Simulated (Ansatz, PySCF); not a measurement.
System: H2Te, net charge 1, doublet state. 
Geometry from a B3LYP-D3(BJ)/def2-TZVP (Ansatz, a program for electronic structure) optimisation:
```xyz
3

Te    -0.0009     0.0436    -0.0005
H     -1.1634    -1.1566     0.0059
H      1.2085    -1.1094     0.0184
```
Charge +1, spin multiplicity 2.

Total electronic energies in hartree. Cores are frozen in the correlated levels unless marked. UHF or UKS for open shells. No spin-orbit coupling. The frozen core is the preceding noble-gas configuration, with the filled d and f shells of earlier blocks. Past Kr the def2 sets carry scalar-relativistic core potentials. STO-3G rows are all-electron and non-relativistic. Basis-set limits of correlation are two-point, X^-3; Hartree-Fock from the larger set. [CCSD(T)-MP2]/basis is that difference in the basis named.

```tsv
level	program	energy (Eh)
HF/def2-SVPD	Ansatz	-267.84551
TPSS-D3(BJ)/def2-TZVPD	PySCF + dftd3	-268.78540
M06-L/def2-TZVPD	PySCF	-269.05990
PBE0/def2-SVP	Ansatz	-268.87693
TPSSh-D4/def2-TZVPD	PySCF + dftd4	-268.80107
LC-wPBE-D4/def2-TZVPD	Ansatz + dftd4	-268.91766
LC-wPBE/def2-TZVPD	Ansatz	-268.91706
PBE-QIDH/def2-TZVPD	Ansatz	-268.60398
MP2/def2-QZVPPD	Ansatz	-267.98856
MP2/CBS(def2-TZVPPD,def2-QZVPPD)	Ansatz	-267.9963
RI-MP2/CBS(def2-TZVPPD,def2-QZVPPD)	Ansatz	-267.9963
SCS-MP2/STO-3G	Ansatz	-6548.06292
CCSD/def2-TZVPPD	Ansatz	-268.00054
RI-MP2/CBS(def2-TZVPP,def2-QZVPP)+[CCSD(T)-MP2]/def2-SVP	Ansatz	-268.0220
CCSD(T)/CBS(def2-TZVPPD,def2-QZVPPD)	Ansatz	-268.0235
```

Totals of different functionals don't rank their quality; only differences between species are comparable.
